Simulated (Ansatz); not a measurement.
A nudged elastic band was laid between two geometries of BFH2O + H2S (8 atoms, charge 0, multiplicity 1).

Computed with RHF/def2-SVP (Ansatz 0.2.0).

```json
{
 "movable images": "5",
 "climbing image": "yes",
 "spring": "5.0 eV/Å²",
 "optimiser": "quadratic models (default)",
 "start path": "through a guess of the saddle point",
 "force threshold": "0.05 eV/Å",
 "iteration limit": "60",
 "end points": "relaxed"
}
```

First end point:

```xyz
8
Properties=species:S:1:pos:R:3
B -0.045 -0.391 0.117
O -0.374 -0.951 1.285
H -1.288 -1.164 1.377
F 1.219 -0.067 -0.070
H -0.828 -0.199 -0.768
S -0.036 2.939 1.506
H 1.119 2.641 0.909
H 0.238 2.221 2.599
```

Last end point:

```xyz
8
Properties=species:S:1:pos:R:3
B 0.182 0.745 -0.204
O -0.423 -0.408 2.102
H -1.129 -1.033 2.173
F 1.331 0.113 -0.252
H -0.795 0.259 -0.687
S 0.108 2.471 0.374
H 1.380 2.575 0.770
H -0.648 0.307 2.681
```

Q: What changes between the two ends?

A: Bonds broken: B1–O2, S6–H8. Bonds formed: B1–S6, O2–H8. BFH2O + H2S becomes BFH2S + H2O.

Q: What energy profile does the band end with?

A: The forces met the threshold. The highest image is number 4 of 0 to 6, 2.04 eV above the first end and 1.14 eV above the last; the last end lies 0.90 eV above the first. Neighbouring images differ by up to 1.4 eV, so the band resolves the path poorly. A vibrational analysis at the climbing image gives one clearly imaginary mode, 1760i cm⁻¹: a first-order saddle point. The orbitals stay closed-shell, which can raise the energy where a bond breaks towards radicals; this wasn't checked here.

```json
{"image": "0", "path coordinate (Å)": "0.00", "energy (eV)": "0.00", "B1–O2 (Å)": "1.34", "S6–H8 (Å)": "1.34", "B1–S6 (Å)": "3.61"}
{"image": "1", "path coordinate (Å)": "0.61", "energy (eV)": "0.01", "B1–O2 (Å)": "1.34", "S6–H8 (Å)": "1.33", "B1–S6 (Å)": "3.51"}
{"image": "2", "path coordinate (Å)": "1.22", "energy (eV)": "0.10", "B1–O2 (Å)": "1.34", "S6–H8 (Å)": "1.33", "B1–S6 (Å)": "3.19"}
{"image": "3", "path coordinate (Å)": "1.83", "energy (eV)": "0.61", "B1–O2 (Å)": "1.37", "S6–H8 (Å)": "1.35", "B1–S6 (Å)": "2.68"}
{"image": "4", "path coordinate (Å)": "2.44", "energy (eV)": "2.04", "B1–O2 (Å)": "1.50", "S6–H8 (Å)": "1.62", "B1–S6 (Å)": "2.19"}
{"image": "5", "path coordinate (Å)": "3.37", "energy (eV)": "0.99", "B1–O2 (Å)": "1.88", "S6–H8 (Å)": "2.63", "B1–S6 (Å)": "1.88"}
{"image": "6", "path coordinate (Å)": "4.30", "energy (eV)": "0.90", "B1–O2 (Å)": "2.65", "S6–H8 (Å)": "3.25", "B1–S6 (Å)": "1.82"}
```

Q: What is the geometry of the highest image?

A: 
```xyz
8
Properties=species:S:1:pos:R:3
B 0.050 0.230 0.233
O -0.257 -0.235 1.626
H -1.048 -0.750 1.719
F 1.313 -0.016 -0.112
H -0.826 0.066 -0.566
S -0.101 2.289 0.957
H 1.194 2.475 1.233
H -0.320 0.969 1.865
```

The band took 21 iterations and roughly 90 core-seconds.

Time of the run: 50 s on 2 threads of Arm Neoverse V2, with other jobs on the host, peak memory 0.14 GiB.
